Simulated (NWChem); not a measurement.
Molecule: CH6OSeSi; SMILES CO[Se][SiH3]

```xyz
10

Se     0.7967     0.0121    -0.0309
O     -0.4102     1.2720     0.6385
C     -1.0380     2.0488    -0.3708
H     -1.6517     1.4359    -1.0713
H     -1.7120     2.7472     0.1693
H     -0.3144     2.6470    -0.9700
Si    -0.7609    -1.6816     0.0037
H     -1.9594    -1.2969    -0.8191
H     -1.2032    -1.9867     1.4064
H     -0.0865    -2.8848    -0.5990
```
Atoms are numbered in this order, from 1.

Computed with NWChem. Medium grid unless said otherwise, to which SCAN and Minnesota functionals are sensitive. Structure relaxed at the PBE-D3(BJ)/def2-SVP level. Total energies of different functionals are on different scales.

```csv
level,energy (Ha),highest occupied level (eV),orbital gap (eV),dipole (D)
B3LYP/def2-SVP,-2807.5428,-6.52,4.91,1.41
PBE/def2-SVP,-2806.8348,-5.57,3.14,1.31
PW6B95/def2-SVP,-2808.9614,-6.87,5.52,1.45
SCAN/def2-SVP,-2807.6655,___,___,1.46
MN15/def2-SVP,-2807.4955,-7.48,6.68,1.45
revPBE/def2-SVP,-2807.1917,-5.54,3.18,1.30
LC-BLYP (range parameter 0.33 per bohr)/def2-SVP,-2806.6716,-8.98,9.74,1.50
"LC-wPBE (HJS exchange hole, range parameter 0.4 per bohr)/def2-SVP",-2806.9885,-9.53,10.44,1.60
```

What belongs in the gaps?


- SCAN/def2-SVP, highest occupied level (eV): -5.90
- SCAN/def2-SVP, orbital gap (eV): 3.56
